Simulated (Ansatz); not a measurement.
Coupled-cluster run, CH₆O₂SiSn (`O=C[SiH](O)[SnH3]`).

```yaml
crystal:
  periodic: [false, false, false]
  atoms:
    - {symbol: O, position_ang: [-2.637381, 0.702356, -0.962728]}
    - {symbol: C, position_ang: [-1.511454, 1.090490, -0.794000]}
    - {symbol: Si, position_ang: [0.036183, -0.037562, -0.850111]}
    - {symbol: O, position_ang: [-0.427735, -1.484576, -1.471889]}
    - {symbol: Sn, position_ang: [1.001637, -0.200069, 1.537411]}
    - {symbol: H, position_ang: [-1.324501, 2.171030, -0.566526]}
    - {symbol: H, position_ang: [1.032723, 0.663797, -1.712800]}
    - {symbol: H, position_ang: [0.175332, -2.226539, -1.422226]}
    - {symbol: H, position_ang: [-0.188891, -0.677748, 2.661395]}
    - {symbol: H, position_ang: [1.649642, 1.300073, 2.031906]}
    - {symbol: H, position_ang: [2.259744, -1.358151, 1.570069]}
basis:
  gaussian: {orbitals: def2-TZVPP}
correlation: {method: ccsd_t}
```

```sh
$ ansatz run in.yaml --threads 4 --pin off --events-out ev --progress --plain --max-ram 10444MiB
```

The program prints (abridged):

```
Functional definition: HF
1769 factors; integrals over basis functions are off by at most 1.1e-3 eV
mean field evaluation 1: about -18864.4395 eV, gradient 4.9e1 eV
mean field evaluation 2: about -18864.7287 eV, gradient 5.0e1 eV
mean field evaluation 4: about -18870.1226 eV, gradient 4.7e0 eV
mean field evaluation 8: about -18870.2454 eV, gradient 6.3e-1 eV
mean field evaluation 16: about -18870.2487 eV, gradient 1.7e-6 eV
mean field -18870.24873243 eV, -693.4688502027 hartree, gradient 1.7e-6 eV, S^2 0.000000; 1 other end points of the search recorded, 0 dependent functions left out
12 core orbitals not correlated: weight in the atoms' cores, before any rotation towards them, 1.000 or more for the frozen orbitals, at most 0.000 for the correlated occupied ones
reference -18870.24873243 eV, -693.4688502027 hartree; 20, 20 occupied and 237, 237 virtual orbitals, 1769 factors
second order -29.38449654 eV of doubles, -0.00000000 eV of singles
cycle   1  -29.22698954 eV  change    1.6e-1 eV  update   1.4e-1
cycle   2  -30.02885671 eV  change   -8.0e-1 eV  update   4.2e-2
cycle   3  -30.21780709 eV  change   -1.9e-1 eV  update   2.4e-2
cycle   4  -30.19917625 eV  change    1.9e-2 eV  update   6.1e-3
cycle   5  -30.19487934 eV  change    4.3e-3 eV  update   2.7e-3
cycle   6  -30.19599976 eV  change   -1.1e-3 eV  update   8.8e-4
cycle   7  -30.19584054 eV  change    1.6e-4 eV  update   3.9e-4
cycle   8  -30.19565686 eV  change    1.8e-4 eV  update   1.5e-4
cycle   9  -30.19568539 eV  change   -2.9e-5 eV  update   8.4e-5
cycle  10  -30.19572502 eV  change   -4.0e-5 eV  update   4.9e-5
perturbative correction -1.11174964 eV, -0.0408560458 hartree
Total energy: -18901.55620709 eV, -694.6193786755 hartree
```

Hardware: 4 threads of an Arm Neoverse V1 on a shared host. Wall time 6.2 min, peak host memory 7.5 GiB.

Correlation energy per correlated electron: -0.783 eV. T1 diagnostic: 0.0148.
